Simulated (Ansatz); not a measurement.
Relaxation of C2H8OSi2 (13 atoms, charge 0, multiplicity 1), to a largest force component of 0.015 eV/Å in at most 40 steps.

Level of theory: RKS PBE-D4/def2-SVP in Ansatz 0.2.0.

```xyz
13
Properties=species:S:1:pos:R:3
Si -1.006 1.262 1.149
C -0.128 0.982 -0.422
Si 0.860 -0.482 -0.104
C 2.657 -0.533 -0.318
O 2.157 -0.242 0.922
H -0.136 1.620 2.263
H -1.920 2.480 0.959
H -1.862 0.159 1.494
H -0.815 0.836 -1.209
H 0.493 1.851 -0.666
H 0.175 -1.787 0.283
H 3.054 0.313 -0.932
H 3.123 -1.410 -0.596
```

Where does it end, and by what steps?

The forces met the threshold. The force dipped under the threshold on the way, but the program's further checks kept it going. After 12 steps the energy has fallen by 0.809 eV; H11 moved furthest, 0.31 Å.

```json
{"step": "0", "energy less start (eV)": "0.0000", "largest force component (eV/Å)": "3.255", "accepted": "yes"}
{"step": "1", "energy less start (eV)": "-0.6625", "largest force component (eV/Å)": "1.932", "accepted": "yes"}
{"step": "2", "energy less start (eV)": "-0.7875", "largest force component (eV/Å)": "0.585", "accepted": "yes"}
{"step": "3", "energy less start (eV)": "-0.7901", "largest force component (eV/Å)": "0.279", "accepted": "yes"}
{"step": "4", "energy less start (eV)": "-0.8031", "largest force component (eV/Å)": "0.135", "accepted": "yes"}
{"step": "5", "energy less start (eV)": "-0.8078", "largest force component (eV/Å)": "0.058", "accepted": "yes"}
{"step": "6", "energy less start (eV)": "-0.8087", "largest force component (eV/Å)": "0.042", "accepted": "yes"}
{"step": "7", "energy less start (eV)": "-0.8090", "largest force component (eV/Å)": "0.018", "accepted": "yes"}
{"step": "8", "energy less start (eV)": "-0.8092", "largest force component (eV/Å)": "0.013", "accepted": "yes"}
{"step": "9", "energy less start (eV)": "-0.8092", "largest force component (eV/Å)": "0.016", "accepted": "yes"}
{"step": "10", "energy less start (eV)": "-0.8093", "largest force component (eV/Å)": "0.012", "accepted": "yes"}
{"step": "11", "energy less start (eV)": "-0.8093", "largest force component (eV/Å)": "0.007", "accepted": "yes"}
{"step": "12", "energy less start (eV)": "-0.8094", "largest force component (eV/Å)": "0.008", "accepted": "yes"}
```

```xyz
13
Properties=species:S:1:pos:R:3
Si -1.140 1.424 1.217
C -0.177 0.929 -0.346
Si 0.926 -0.567 -0.129
C 2.733 -0.546 -0.451
O 2.254 -0.384 0.936
H -0.188 1.791 2.319
H -2.038 2.598 0.928
H -1.992 0.270 1.675
H -0.905 0.727 -1.162
H 0.453 1.786 -0.664
H 0.177 -1.860 -0.016
H 3.233 0.356 -0.860
H 3.316 -1.474 -0.621
```

The run took 33 s on 2 threads of Arm Neoverse V2 (shared host), peak memory 0.15 GiB.
